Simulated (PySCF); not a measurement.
## Ionising ZnS

PBE0; PySCF, no relativity, basis sets Zn def2-TZVPPD, S def2-TZVPPD. Neutral (UKS): singlet (closed shell), Re = 2.056 Å, ωe = 464 cm⁻¹, De = 1.46 eV, HOMO -6.51 eV, LUMO -4.17 eV.

ZnS⁺ (UKS): doublet (π ↑), Re = 2.154 Å, ωe = 405 cm⁻¹, De = 2.10 eV to Zn⁺ + S. The energies at the minima are -2177.17236 hartree for ZnS and -2176.86137 for ZnS⁺.

(1) Work out the adiabatic ionisation energy, without and with harmonic zero-point energies (1 hartree = 27.2114 eV, 1 eV = 8065.5 cm⁻¹), and the change of the bond length.

ZnS⁻ (UKS): doublet (σ ↑), Re = 2.135 Å, ωe = 401 cm⁻¹, De = 1.76 eV to Zn + S⁻. The energies at the minima are -2177.17236 hartree for ZnS and -2177.25915 for ZnS⁻.

(2) Work out the adiabatic electron affinity, without and with harmonic zero-point energies (1 hartree = 27.2114 eV, 1 eV = 8065.5 cm⁻¹), and the change of the bond length.

For an ion De counts to the pair picked by the measured ionisation energies or electron affinities, which need not be the lowest pair at this level. States were picked by a PBE0 search and need not be the measured ground states.

Results:

(1) At PBE0: 0.31099 hartree = 8.462 eV between the minima; the zero-point term (405.0 − 464.0)/2 cm⁻¹ = -0.004 eV makes it 8.459 eV. Re changes by +9.8 pm against the neutral. Minus the HOMO energy is 6.51 eV, -1.95 eV from the value between the minima; self-interaction puts the Kohn–Sham level too high, less so with exact exchange. The electron leaves a π orbital; in so polar a molecule the change of length follows mostly from the change of the ionic charges.

(2) At PBE0: 0.08679 hartree = 2.362 eV between the minima; the zero-point term (464.0 − 401.0)/2 cm⁻¹ = +0.004 eV makes it 2.366 eV. Re changes by +7.9 pm against the neutral. The electron enters a σ orbital; the charge polarises the partner, so the anion is bound more strongly.
